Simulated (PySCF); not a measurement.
GeH7NSi2, SMILES [NH]1[SiH2][SiH2][GeH2]1. Atoms are numbered in the order given.

```xyz
11

N     -1.3814     0.1770     0.0000
Si    -0.6027     1.7399     0.0000
Si     1.4852     0.6454     0.0000
Ge    -0.0875    -1.1635     0.0000
H     -2.3824     0.0077     0.0000
H     -0.8968     2.5884     1.2015
H     -0.8968     2.5884    -1.2015
H      2.3349     0.7697    -1.2223
H      2.3349     0.7697     1.2223
H     -0.1895    -2.0629    -1.2529
H     -0.1895    -2.0629     1.2529
```
Charge 0, spin multiplicity 1.

Geometry: PBE0-D3(BJ)/def2-SVP. This is a generated structure with no PubChem entry under its InChIKey; it may be hypothetical.

Level of theory: PBE/def2-TZVP in PySCF.

Symmetry labels are those of the subgroup Cs that the program uses (full group Cs).

**Question.** List the valence orbital energies around the gap with their symmetry. (Estimate from the structure and the level; the computed values follow.)

**Answer.** 
```
orbital  symmetry  energy (eV)
-------  --------  -----------
HOMO−7         A'       -10.67
HOMO−6         A"        -9.13
HOMO−5         A'        -8.58
HOMO−4         A"        -8.28
HOMO−3         A"        -8.17
HOMO−2         A'        -7.44
HOMO−1         A'        -6.33
HOMO           A"        -5.89
LUMO           A'        -1.40
LUMO+1         A"        -0.91
LUMO+2         A'        -0.86
LUMO+3         A'         0.03
```
